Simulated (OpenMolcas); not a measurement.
# W I: effect of the active space

* Program: OpenMolcas
* Method: XMS-CASPT2, IPEA 0.25 Eh, imaginary shift 0.1 Eh
* Basis: ANO-RCC-VTZP
* Scalar Hamiltonian: DKH2, point nucleus
* Spin-orbit coupling: state interaction with AMFI integrals over the reference wave functions, term energies averaged over their components

A. 4 electrons in 5 orbitals (5d); 2S+1 = 5 even, 5 roots; 2S+1 = 3 even, 45 roots; 2S+1 = 1 even, 50 roots (49 in the spin-orbit step); closed shells correlated: 5s 5p 6s; CASPT2 step about 30 core-seconds
B. 6 electrons in 6 orbitals (5d 6s); 2S+1 = 5 even, 30 roots; 2S+1 = 7 even, 1 root kept (CI in the orbitals of an earlier block); 2S+1 = 3 even, 55 roots kept (CI in the orbitals of an earlier block); 2S+1 = 1 even, 30 roots kept (CI in the orbitals of an earlier block); closed shells correlated: 5s 5p; CASPT2 step of the order of 40 core-seconds

Energies in cm-1 above 5d4 6s2 5D0, the measured ground level; measured values from NIST Handbook of Basic Atomic Spectroscopic Data.

| Level | A | B | Measured |
| --- | --- | --- | --- |
| 5d4 6s2 5D0 [70 %] | 0.0 | 0.0 | 0.0 |
| 5d4 6s2 5D1 | 2070 | 974 | 1670 |
| 5d4 6s2 5D2 | 4100 | 2360 | 3326 |
| 5d4 6s2 5D3 | 5800 | 3840 | 4830 |
| 5d4 6s2 5D4 | 7150 | 5370 | 6219 |
| 5d4 6s2 3H4 [52 %] | 13180 | 16780 |  |
| 5d4 6s2 3H5 | 16310 | 18920 |  |
| 5d4 6s2 3H6 | 17880 | 20360 |  |
| 5d4 6s2 3G5 | 22510 | 23690 |  |
| 5d4 6s2 3D1 | 23100 | 23530 |  |
| 5d4 6s2 1I6 | 24860 | 27740 |  |
| 5d4 6s2 1S0 | 26240 | 25980 |  |

Deviations, from unrounded energies. A percentage is the sum of absolute deviations over the sum of measured energies, with the sign that they share, or ± where signs differ.

```json
{"Against measurement": "mean absolute deviation (cm-1)", "Levels": "4", "A": "770", "B": "880"}
{"Against measurement": "fine structure of the ground term (%)", "Levels": "4", "A": "+19.2", "B": "-21.8"}
```

A lies closest to measurement on these levels. The largest miss of A in the table is 5d4 6s2 5D3, by +970 cm-1. The ranking rests on the paired levels alone, and a cruder setting can come out closer through cancelling errors.

The spin-orbit steps hold different terms of 5d4 6s2 (B lacks 1D, a 1G, a 3F, a 3P), which shifts levels as well.

The two smallest mean deviations differ by little beside CASPT2's spread within terms, so their order carries little weight.

Between A and B the level of the table that moves most is 5d4 6s2 3H4 [52 %], by 3600 cm-1 (lowest in A, highest in B). Moves below CASPT2's spread within the term are not significant.

Term energies are means over components that CASPT2 splits; among the terms shown or strongly mixed into the levels shown the widest spread is 2300 cm-1 (5d4 6s2 1I, A). Over all roots computed the reference weight is 0.84 to 0.92 in B; the roots of lowest weight are the least certain, and an intruder state may touch them. Some terms miss by over 15 % even with CASPT2, which points to a basis or an active space too small for the shells correlated. The CASPT2 spread within a term exceeds the gap to the next term for 5d4 6s2 3P(1) and 5d4 6s2 3F(1), 5d4 6s2 3F(1) and 5d4 6s2 3H, 5d4 6s2 3H and 5d4 6s2 3G and others, so the order of their levels is uncertain, and so are names and mixing where such terms share a J (figures for A; the like holds for B). Some high roots are left out of the spin-orbit mixing, which shifts the levels that they would mix with (holds for A). With the s shell closed, the reference lacks s² → p², s² → d² and s → d mixing, so excited terms can stand far too high and out of order, with CASPT2 too (holds for A). Terms from blocks run as CI alone lack orbitals of their own (holds for B). Configurations are named by rounded mean occupations; where the s occupation lies near a half they are strongly mixed, a name can repeat and a true partner stay unpaired (holds for B). Measured partners are found by configuration, term and J. A level has none where our copy of the source lacks it or the pairing is in doubt (some pairs that miss far off the trend of their configuration count as doubtful), and it then counts in no deviation. Only configurations of the active space appear. Levels that lie high or do not pair safely by name in every column are left out.

A share in square brackets marks a mixed level and gives the weight of the term that names it, the lowest over the columns. A number in round brackets counts repeated terms of one configuration in the order of the reference energies.
